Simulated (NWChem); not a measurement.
All runs are NWChem calculations. System: hydrogen bromide (HBr), charge 0, spin multiplicity 1, at a geometry optimised with PBE0/def2-SVP. Level: B3LYP/def2-TZVP, VWN1-RPA local correlation.

The NWChem input:

```
start mol
memory heap 200 mb stack 800 mb global 1000 mb
geometry units angstroms nocenter noautoz
  Br     0.000000     0.000000     0.039510
  H      0.000000     0.000000    -1.382857
  symmetry group C2v
end
basis spherical
  * library def2-tzvp
end
dft
  xc b3lyp
  semidirect memsize 60000000 filesize 0
  iterations 100
end
task dft energy
```

Output (cleaned and shortened):

```
             Northwest Computational Chemistry Package (NWChem) 7.3.0
             --------------------------------------------------------

                                NWChem Input Module
                                -------------------

 Scaling coordinates for geometry "geometry" by  1.889725989
 (inverse scale =  0.529177249)

 Turning off AUTOSYM since
 SYMMETRY directive was detected!

                             Geometry "geometry" -> ""
                             -------------------------

 Output coordinates in angstroms (scale by  1.889725989 to convert to a.u.)

  No.       Tag          Charge          X              Y              Z
 ---- ---------------- ---------- -------------- -------------- --------------
    1 Br                  35.0000     0.00000000     0.00000000     0.03951000
    2 H                    1.0000     0.00000000     0.00000000    -1.38285700

 Effective nuclear repulsion energy (a.u.)      13.0213958247

            Nuclear Dipole moment (a.u.)
            ----------------------------
        X                 Y               Z
 ---------------- ---------------- ----------------
     0.0000000000     0.0000000000    -0.0000132281

      Symmetry information
      --------------------

 Group name             C2v
 Group number             16
 Group order               4
 No. of unique centers     2

      Symmetry unique atoms

     1    2


 Summary of "ao basis" -> "" (spherical)
 ------------------------------------------------------------------------------
       Tag                 Description            Shells   Functions and Types
 ---------------- ------------------------------  ------  ---------------------
 *                         def2-tzvp                  on all atoms

                                 NWChem DFT Module
                                 -----------------

 Summary of "ao basis" -> "ao basis" (spherical)
 ------------------------------------------------------------------------------
       Tag                 Description            Shells   Functions and Types
 ---------------- ------------------------------  ------  ---------------------
 Br                        def2-tzvp                16       48   6s5p4d1f
 H                         def2-tzvp                 4        6   3s1p

 Summary of "ao basis" -> "ao basis" (spherical)
 ------------------------------------------------------------------------------
       Tag                 Description            Shells   Functions and Types
 ---------------- ------------------------------  ------  ---------------------
 Br                        def2-tzvp                16       48   6s5p4d1f
 H                         def2-tzvp                 4        6   3s1p

      Symmetry analysis of basis
      --------------------------

        a1         25
        a2          5
        b1         12
        b2         12

            General Information
            -------------------
          SCF calculation type: DFT
          Wavefunction type:  closed shell.
          No. of atoms     :     2
          No. of electrons :    36
           Alpha electrons :    18
            Beta electrons :    18
          Charge           :     0
          Spin multiplicity:     1
          Use of symmetry is: on ; symmetry adaption is: on
          Maximum number of iterations: 100
          AO basis - number of functions:    54
                     number of shells:    20
          Convergence on energy requested:  1.00D-06
          Convergence on density requested:  1.00D-05
          Convergence on gradient requested:  5.00D-04

              XC Information
              --------------
                         B3LYP Method XC Potential
                     Hartree-Fock (Exact) Exchange  0.200
                        Slater Exchange Functional  0.800 local
                    Becke 1988 Exchange Functional  0.720 non-local
              Lee-Yang-Parr Correlation Functional  0.810
                  VWN I RPA Correlation Functional  0.190 local

             Grid Information
             ----------------
          Grid used for XC integration:  medium
          Radial quadrature: Mura-Knowles
          Angular quadrature: Lebedev.
          Tag              B.-S. Rad. Rad. Pts. Rad. Cut. Ang. Pts.
          ---              ---------- --------- --------- ---------
          Br                  1.15      112           7.0       590
          H                   0.35       45           7.0       434
          Grid pruning is: on
          Number of quadrature shells:   157
          Spatial weights used:  Erf1

          Convergence Information
          -----------------------
          Convergence aids based upon iterative change in
          total energy or number of iterations.
          Levelshifting, if invoked, occurs when the
          HOMO/LUMO gap drops below (HL_TOL):  1.00D-02
          DIIS, if invoked, will attempt to extrapolate
          using up to (NFOCK): 10 stored Fock matrices.

                    Damping( 0%)  Levelshifting(0.5)       DIIS
                  --------------- ------------------- ---------------
          dE  on:    start            ASAP                start
          dE off:    2 iters        100 iters           100 iters

      Screening Tolerance Information
      -------------------------------
          Density screening/tol_rho:  1.00D-10
          AO Gaussian exp screening on grid/accAOfunc:  14
          CD Gaussian exp screening on grid/accCDfunc:  20
          XC Gaussian exp screening on grid/accXCfunc:  20
          Schwarz screening/accCoul:  1.00D-08

      Superposition of Atomic Density Guess
      -------------------------------------

 Sum of atomic energies:       -2572.89880928

      Non-variational initial energy
      ------------------------------

 Total energy =   -2572.968644
 1-e energy   =   -3608.171578
 2-e energy   =    1022.181538
 HOMO         =      -0.402426
 LUMO         =       0.060390

      Symmetry analysis of molecular orbitals - initial
      -------------------------------------------------

 !! scf_movecs_sym_adapt:   34 vectors were symmetry contaminated

  Symmetry fudging

 !! scf_movecs_sym_adapt:   32 vectors were symmetry contaminated

  Numbering of irreducible representations:

     1 a1          2 a2          3 b1          4 b2

  Orbital symmetries:

     1 a1          2 a1          3 a1          4 b1          5 b2
     6 a1          7 a1          8 b1          9 b2         10 a1
    11 b1         12 b2         13 a1         14 a2         15 a1
    16 a1         17 b2         18 b1         19 a1         20 a1
    21 b1         22 b2         23 a1         24 b1         25 b2
    26 a1         27 a2         28 a1

------------------------------------------------------------
EAF file 0: "./mol.aoints.0" size=524288 bytes
------------------------------------------------------------
               write      read    awrite     aread      wait
               -----      ----    ------     -----      ----
     calls:        1         0         0         0         0
   data(b): 5.24e+05  0.00e+00  0.00e+00  0.00e+00
   time(s): 0.00e+00  0.00e+00  0.00e+00  0.00e+00  0.00e+00
rate(mb/s): 0.00e+00  0.00e+00
------------------------------------------------------------

 !! scf_movecs_sym_adapt:   24 vectors were symmetry contaminated

  Symmetry fudging

 !! scf_movecs_sym_adapt:   24 vectors were symmetry contaminated

   convergence    iter        energy       DeltaE   RMS-Dens  Diis-err    time
 ---------------- ----- ----------------- --------- --------- ---------  ------
 d= 0,ls=0.0,diis     1  -2574.7650131915 -2.59D+03  7.61D-03  5.07D-01     3.4

 !! scf_movecs_sym_adapt:   24 vectors were symmetry contaminated

  Symmetry fudging

 !! scf_movecs_sym_adapt:   24 vectors were symmetry contaminated

 d= 0,ls=0.0,diis     2  -2574.7764295803 -1.14D-02  4.62D-03  1.22D-01     3.5

 !! scf_movecs_sym_adapt:   24 vectors were symmetry contaminated

  Symmetry fudging

 !! scf_movecs_sym_adapt:   24 vectors were symmetry contaminated

 d= 0,ls=0.0,diis     3  -2574.7857124098 -9.28D-03  1.81D-03  2.73D-02     3.6

 !! scf_movecs_sym_adapt:   24 vectors were symmetry contaminated

  Symmetry fudging

 !! scf_movecs_sym_adapt:   24 vectors were symmetry contaminated

 d= 0,ls=0.0,diis     4  -2574.7888499477 -3.14D-03  2.56D-04  1.66D-04     3.7

 !! scf_movecs_sym_adapt:   24 vectors were symmetry contaminated

  Symmetry fudging

 !! scf_movecs_sym_adapt:   24 vectors were symmetry contaminated

 d= 0,ls=0.0,diis     5  -2574.7888715662 -2.16D-05  3.99D-05  1.41D-05     3.8

 !! scf_movecs_sym_adapt:   24 vectors were symmetry contaminated

  Symmetry fudging

 !! scf_movecs_sym_adapt:   24 vectors were symmetry contaminated

  Resetting Diis
 d= 0,ls=0.0,diis     6  -2574.7888729085 -1.34D-06  6.47D-06  2.80D-07     3.8

 !! scf_movecs_sym_adapt:   24 vectors were symmetry contaminated

  Symmetry fudging

 !! scf_movecs_sym_adapt:   24 vectors were symmetry contaminated

 d= 0,ls=0.0,diis     7  -2574.7888729421 -3.36D-08  2.32D-06  7.06D-09     3.9

         Total DFT energy =    -2574.788872942068
      One electron energy =    -3608.344331633588
           Coulomb energy =     1112.227748321136
    Exchange-Corr. energy =      -91.693685454316
 Nuclear repulsion energy =       13.021395824699

 Numeric. integr. density =       35.999996419048

     Total iterative time =      2.0s

                  Occupations of the irreducible representations
                  ----------------------------------------------

                     irrep           alpha         beta
                     --------     --------     --------
                     a1                9.0          9.0
                     a2                1.0          1.0
                     b1                4.0          4.0
                     b2                4.0          4.0

                       DFT Final Molecular Orbital Analysis
                       ------------------------------------

 Vector   16  Occ=2.000000D+00  E=-4.492937D-01  Symmetry=a1
              MO Center= -3.1D-16, -3.1D-16, -2.7D-01, r^2= 1.6D+00
   Bfn.  Coefficient  Atom+Function         Bfn.  Coefficient  Atom+Function
  ----- ------------  ---------------      ----- ------------  ---------------
    18      0.369759  1 Br pz                12     -0.292580  1 Br pz
    50     -0.269595  2 H  s                 15      0.267021  1 Br pz
     6      0.256121  1 Br s                  5      0.203237  1 Br s
    49     -0.164819  2 H  s                 21      0.160222  1 Br pz
     4     -0.120672  1 Br s                  3     -0.091479  1 Br s

 Vector   17  Occ=2.000000D+00  E=-3.114796D-01  Symmetry=b1
              MO Center= -9.9D-17, -2.2D-16,  5.4D-03, r^2= 1.5D+00
   Bfn.  Coefficient  Atom+Function         Bfn.  Coefficient  Atom+Function
  ----- ------------  ---------------      ----- ------------  ---------------
    16      0.511114  1 Br px                10     -0.363032  1 Br px
    13      0.336677  1 Br px                19      0.332021  1 Br px
     7      0.110575  1 Br px

 Vector   18  Occ=2.000000D+00  E=-3.114796D-01  Symmetry=b2
              MO Center= -4.7D-17,  1.2D-16,  5.4D-03, r^2= 1.5D+00
   Bfn.  Coefficient  Atom+Function         Bfn.  Coefficient  Atom+Function
  ----- ------------  ---------------      ----- ------------  ---------------
    17      0.511114  1 Br py                11     -0.363032  1 Br py
    14      0.336677  1 Br py                20      0.332021  1 Br py
     8      0.110575  1 Br py

 Vector   19  Occ=0.000000D+00  E=-1.984312D-02  Symmetry=a1
              MO Center= -1.9D-16, -1.9D-16, -7.1D-01, r^2= 3.3D+00
   Bfn.  Coefficient  Atom+Function         Bfn.  Coefficient  Atom+Function
  ----- ------------  ---------------      ----- ------------  ---------------
    51      1.263986  2 H  s                  6     -0.771179  1 Br s
    21      0.755460  1 Br pz                18      0.310684  1 Br pz
    50      0.267699  2 H  s                 12     -0.202301  1 Br pz
    15      0.202124  1 Br pz                 5     -0.153984  1 Br s
    49      0.137185  2 H  s                  4      0.111742  1 Br s

 Vector   20  Occ=0.000000D+00  E= 1.581806D-01  Symmetry=a1
              MO Center= -2.1D-16, -1.6D-16, -1.0D+00, r^2= 3.5D+00
   Bfn.  Coefficient  Atom+Function         Bfn.  Coefficient  Atom+Function
  ----- ------------  ---------------      ----- ------------  ---------------
    51      1.280079  2 H  s                 50     -0.772727  2 H  s
    39     -0.407648  1 Br d  0               6     -0.252469  1 Br s
    21     -0.215982  1 Br pz                 5     -0.112872  1 Br s
    24      0.112898  1 Br d  0              49     -0.109169  2 H  s
    18      0.107562  1 Br pz                29     -0.070311  1 Br d  0

 Vector   21  Occ=0.000000D+00  E= 2.398517D-01  Symmetry=a1
              MO Center= -6.1D-16, -1.2D-15,  9.6D-01, r^2= 3.3D+00
   Bfn.  Coefficient  Atom+Function         Bfn.  Coefficient  Atom+Function
  ----- ------------  ---------------      ----- ------------  ---------------
    21      1.853846  1 Br pz                18     -1.218962  1 Br pz
    51      1.057215  2 H  s                  5     -0.330536  1 Br s
    39     -0.314914  1 Br d  0               6     -0.241574  1 Br s
    12      0.227032  1 Br pz                50     -0.185526  2 H  s
     4      0.129421  1 Br s                 34      0.103278  1 Br d  0

 center of mass
 --------------
 x =   0.00000000 y =   0.00000000 z =   0.04118839

 moments of inertia (a.u.)
 ------------------
           7.190573073844           0.000000000000           0.000000000000
           0.000000000000           7.190573073844           0.000000000000
           0.000000000000           0.000000000000           0.000000000000

     Multipole analysis of the density
     ---------------------------------

     L   x y z        total         alpha         beta         nuclear
     -   - - -        -----         -----         ----         -------
     0   0 0 0     -0.000000    -18.000000    -18.000000     36.000000

     1   1 0 0     -0.000000     -0.000000     -0.000000      0.000000
     1   0 1 0     -0.000000     -0.000000     -0.000000      0.000000
     1   0 0 1     -0.362495     -0.181241     -0.181241     -0.000013

     2   2 0 0    -14.863497     -7.431749     -7.431749      0.000000
     2   1 1 0      0.000000      0.000000      0.000000      0.000000
     2   1 0 1     -0.000000     -0.000000     -0.000000      0.000000
     2   0 2 0    -14.863497     -7.431749     -7.431749      0.000000
     2   0 1 1      0.000000      0.000000      0.000000      0.000000
     2   0 0 2    -11.680283     -9.352158     -9.352158      7.024033

 Task  times  cpu:        3.8s     wall:        3.8s

 Total times  cpu:        3.9s     wall:        3.9s
```
